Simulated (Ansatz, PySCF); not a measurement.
C₃H₈O₂Si, SMILES COC[SiH2]C=O. Atoms are numbered in the order given.

```xyz
14

C      2.8928    -0.3568    -0.1682
O      1.5185    -0.4499     0.1064
C      0.9158     0.7802     0.4531
Si    -0.9181     0.3869     0.7547
C     -1.5844    -0.5667    -0.7936
O     -2.7656    -0.6515    -1.0419
H      3.0957     0.3245    -1.0190
H      3.4613     0.0126     0.7088
H      3.2543    -1.3627    -0.4262
H      1.0225     1.5275    -0.3632
H      1.3916     1.2321     1.3494
H     -1.0684    -0.5013     1.9419
H     -1.7137     1.6314     0.9504
H     -0.8246    -1.0630    -1.4625
```

The structure is a stationary point at B3LYP-D3(BJ)/def2-SVP. The structure was generated by enumeration, and PubChem lists no compound with its InChIKey, so it may never have been made. Other conformers were not sampled.

Two levels are set side by side: PBE-D3(BJ)/def2-SVP (Ansatz, a first-principles code) and B3LYP-D3(BJ)/def2-SVP (Ansatz). Each level has its own optimised geometry; the coordinates shown are those of the second. Frequencies come from the Hessian of PySCF at each geometry. Differences are taken from unrounded values.

```json
[
 {"quantity": "mean bond length (Å)", "B3LYP-D3(BJ)": "1.347", "PBE-D3(BJ)": "1.356", "PBE-D3(BJ) minus B3LYP-D3(BJ)": "0.009"},
 {"quantity": "bond C1–O2 (Å)", "B3LYP-D3(BJ)": "1.405", "PBE-D3(BJ)": "1.410", "PBE-D3(BJ) minus B3LYP-D3(BJ)": "0.005"},
 {"quantity": "bond O2–C3 (Å)", "B3LYP-D3(BJ)": "1.413", "PBE-D3(BJ)": "1.417", "PBE-D3(BJ) minus B3LYP-D3(BJ)": "0.004"},
 {"quantity": "bond C3–Si4 (Å)", "B3LYP-D3(BJ)": "1.900", "PBE-D3(BJ)": "1.907", "PBE-D3(BJ) minus B3LYP-D3(BJ)": "0.008"},
 {"quantity": "bond Si4–C5 (Å)", "B3LYP-D3(BJ)": "1.937", "PBE-D3(BJ)": "1.947", "PBE-D3(BJ) minus B3LYP-D3(BJ)": "0.011"},
 {"quantity": "bond C5–O6 (Å)", "B3LYP-D3(BJ)": "1.210", "PBE-D3(BJ)": "1.218", "PBE-D3(BJ) minus B3LYP-D3(BJ)": "0.008"},
 {"quantity": "bond C1–H7 (Å)", "B3LYP-D3(BJ)": "1.109", "PBE-D3(BJ)": "1.118", "PBE-D3(BJ) minus B3LYP-D3(BJ)": "0.009"},
 {"quantity": "bond C1–H8 (Å)", "B3LYP-D3(BJ)": "1.109", "PBE-D3(BJ)": "1.117", "PBE-D3(BJ) minus B3LYP-D3(BJ)": "0.009"},
 {"quantity": "bond C1–H9 (Å)", "B3LYP-D3(BJ)": "1.100", "PBE-D3(BJ)": "1.107", "PBE-D3(BJ) minus B3LYP-D3(BJ)": "0.008"},
 {"quantity": "bond C3–H10 (Å)", "B3LYP-D3(BJ)": "1.112", "PBE-D3(BJ)": "1.121", "PBE-D3(BJ) minus B3LYP-D3(BJ)": "0.009"},
 {"quantity": "bond C3–H11 (Å)", "B3LYP-D3(BJ)": "1.111", "PBE-D3(BJ)": "1.120", "PBE-D3(BJ) minus B3LYP-D3(BJ)": "0.009"},
 {"quantity": "bond Si4–H12 (Å)", "B3LYP-D3(BJ)": "1.490", "PBE-D3(BJ)": "1.504", "PBE-D3(BJ) minus B3LYP-D3(BJ)": "0.014"},
 {"quantity": "bond Si4–H13 (Å)", "B3LYP-D3(BJ)": "1.490", "PBE-D3(BJ)": "1.503", "PBE-D3(BJ) minus B3LYP-D3(BJ)": "0.014"},
 {"quantity": "bond C5–H14 (Å)", "B3LYP-D3(BJ)": "1.127", "PBE-D3(BJ)": "1.139", "PBE-D3(BJ) minus B3LYP-D3(BJ)": "0.012"},
 {"quantity": "highest harmonic wavenumber (cm⁻¹)", "B3LYP-D3(BJ)": "3126", "PBE-D3(BJ)": "3066", "PBE-D3(BJ) minus B3LYP-D3(BJ)": "-60"},
 {"quantity": "mean harmonic wavenumber (cm⁻¹)", "B3LYP-D3(BJ)": "1275", "PBE-D3(BJ)": "1235", "PBE-D3(BJ) minus B3LYP-D3(BJ)": "-40"},
 {"quantity": "zero-point energy (kcal/mol)", "B3LYP-D3(BJ)": "65.61", "PBE-D3(BJ)": "63.55", "PBE-D3(BJ) minus B3LYP-D3(BJ)": "-2.06"}
]
```

Exact exchange shortens and stiffens bonds; PBE has none. Differences between two approximate levels are no errors against the true value.
